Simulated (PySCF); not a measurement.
## Working out the ionisation energy of Sb²⁺

Sb²⁺ [Kr] 4d10 5s2 5p1 (2P) → Sb³⁺ [Kr] 4d10 5s2 (1S). Computed with PySCF 2.14 in x2c-TZVPPall with one added diffuse shell each of s, p, d, f type (9s7p5d3f, 76 functions), with the spin-free X2C one-electron Hamiltonian (Gaussian nucleus). Frozen: [Ar] 3d10. Energies in hartree (1 hartree = 27.21139 eV):

| part | Sb²⁺ (lower) | Sb³⁺ (upper) |
| --- | --- | --- |
| UHF | -6477.049627 | -6476.163476 |
| CCSD correlation | -0.349565 | -0.333393 |
| (T) | -0.006798 | -0.006232 |

**Question.** What does Hartree-Fock give?

**Answer.** (-6476.163476) − (-6477.049627) = 0.886151 hartree = 24.113 eV.

**Question.** What do CCSD and CCSD(T) give?

**Answer.** The CCSD correlation energies differ by 0.016172 hartree = 0.440 eV and the triples by 0.000566 hartree = 0.015 eV, so CCSD gives 24.553 eV and CCSD(T) 24.568 eV.

Reference: 25.323 eV (measured; NIST Atomic Spectra Database, ionization energies), between the lowest levels; spin-orbit coupling is absent from the calculation.

What remains against the reference includes basis incompleteness, the frozen core and higher excitations.
